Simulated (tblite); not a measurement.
Species: C₆H₆FP.
SMILES with atom numbers: `[CH3:1][c:2]1[cH:3][cH:4][cH:5][c:6]([F:7])[p:8]1` (hydrogens: H9, H10, H11 on C1; H12 on C3; H13 on C4; H14 on C5)

Method: GFN2-xTB as coded in tblite; computed harmonic values from a numerical Hessian at the method's own geometry, unscaled. The method is semi-empirical: single wavenumbers can be off by several per cent or more.

Harmonic wavenumbers (cm⁻¹): 66.3, 129.0, 204.8, 274.3, 353.7, 355.1, 369.6, 456.5, 468.1, 564.3, 684.1, 710.2, 788.4, 806.7, 893.6, 918.9, 988.6, 1019.6, 1081.6, 1122.7, 1179.5, 1210.8, 1246.6, 1335.4, 1396.8, 1401.9, 1475.1, 1478.0, 1511.8, 1562.9, 2999.4, 3012.3, 3032.5, 3048.3, 3077.0, 3088.5.

A = 3034, B = 1539, C = 1027 MHz; mass 128.019 u (most abundant isotopes); point group Cs, symmetry number 1.

Question: What is the zero-point energy?

Answer: ½Σν̃ = 22156 cm⁻¹ = 265.05 kJ/mol.

Question: What is S at 298.15 K and 1 bar for an ideal gas of classical rigid rotors and harmonic oscillators?

Answer: Translation 169.37, rotation 119.64, vibration 75.87: S = 364.9 J/(mol K).

Question: And Cp and H(298.15 K) − H(0)?

Answer: Cp = 126.94 J/(mol K), of which vibrations give 93.68 (their classical limit is 36 R = 299.3); H(298.15 K) − H(0) = 22.87 kJ/mol without the zero-point energy, 12.96 from vibrations.

Question: How do the functions run with temperature in this model?

Answer: 
```tsv
T (K)	S (J/(mol K))	Cp (J/(mol K))	H − H(0) (kJ/mol)	G − H(0) (kJ/mol)	ln q(vib)
100	269.7	59.1	4.40	-22.57	0.75
200	321.3	93.6	12.04	-52.21	2.23
300	365.7	127.6	23.11	-86.59	3.93
500	445.1	185.2	54.72	-167.85	7.55
800	544.9	237.9	118.99	-316.91	12.94
1000	600.4	259.6	168.86	-431.56	16.30
```

q(vib) and H(0) count from the zero-point level.

Question: What must be added to the electronic energy to get the Gibbs energy at 298.15 K and 1 bar?

Answer: ZPE + [H(298.15 K) − H(0)] − T·S = 265.05 + 22.87 − 108.79 = 179.13 kJ/mol.

Question: Blend soft modes into free rotors: weight 1/[1 + (100 cm⁻¹/ν̃)⁴] for the oscillator and the rest for a rotor with moment μB/(μ + B), μ = h/(8π²ν), B = 10⁻⁴⁴ kg m². What vibrational entropy results?

Answer: 72.06 J/(mol K) in place of 75.87, which changes −T·S at 298.15 K by +1.14 kJ/mol.

Hindered rotation and anharmonicity are outside this model.

Hardware: Arm Neoverse V2, one thread, shared host with 32 logical CPUs at a one-minute load of 9.5. Cost: 0.33 s of wall time. This covers the Hessian and the dipole derivatives.
